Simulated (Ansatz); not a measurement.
Computed with Ansatz on PBE0-D4/def2-TZVP structures; ΔE is electronic, products minus reactants. CCSD(T)/CBS adds triple-zeta CCSD(T) − MP2 to the extrapolated MP2 energy (def2 sets, frozen cores). Functionals use def2-TZVPP. def2 core potentials past Kr. For Br, In outer-core shells are correlated without core-valence functions, which leaves a few kJ/mol of doubt a bond. Scalar relativity is left out up to krypton. One conformer a species, not always the lowest.

`N[SiH](N)O` + `[OH][In]([Br])[Br]` → `N[Si](N)(O)O` + `[Br][InH][Br]`  (redistribution)

| level | ΔE (kJ/mol) |
| --- | --- |
| r2SCAN0-D4 | -110.9 |
| ωB97X-V | -100.6 |
| PBE-QIDH | -103.6 |
| CAM-B3LYP | -104.7 |

(1) What does CCSD(T)/CBS give? (Best estimate.)

Largest T1 diagnostic among the species: 0.012.

Answers

(1) The calculation gave: -94.6 kJ/mol. The listed levels differ from it by -16.3, -6.0, -9.0, -10.1 kJ/mol.

From BLYP to BHLYP (50 % exact exchange), in def2-TZVPP and without D4, ΔE moves by −23.7 kJ/mol. In def2-TZVPP, CCSD(T) changes the Hartree–Fock value by +16.5 kJ/mol (the triples alone add +4.4 kJ/mol) and MP2 by +19.0 kJ/mol. Leaving LDA and LC-ωPBE aside and taking each functional with its dispersion term where it has one, the values, not all of them listed here, spread over 20.8 kJ/mol, from BHLYP-D4 to BLYP-D4. LDA lies −20.3 kJ/mol from PBE without D4.
